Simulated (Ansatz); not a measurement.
```yaml
atoms:
  - { symbol: S, position_ang: [-0.0009, -0.0066, -0.5502] }
  - { symbol: O, position_ang: [0.0047, 0.0202, 0.9558] }
```

Basis set: 6-31G (spherical functions). Frozen core: 6 orbitals. Charge 0, multiplicity 3.

Computed with Ansatz (development build ahead of 0.2.0); each method stands on the lowest determinant of its kind that the runs found.

Task: Give the atomization energy at this shape (free ground-state atoms in the same class of orbitals less the molecule, no zero-point energy) of triplet SO by UHF-MP2, UHF.

Result:

```json
{"method": "UHF-MP2", "atomization energy": "58.94 kcal/mol"}
{"method": "UHF", "atomization energy": "-9.41 kcal/mol"}
```

This basis has no polarisation functions and is too small for such energies, which can lie far from measured ones in either direction.
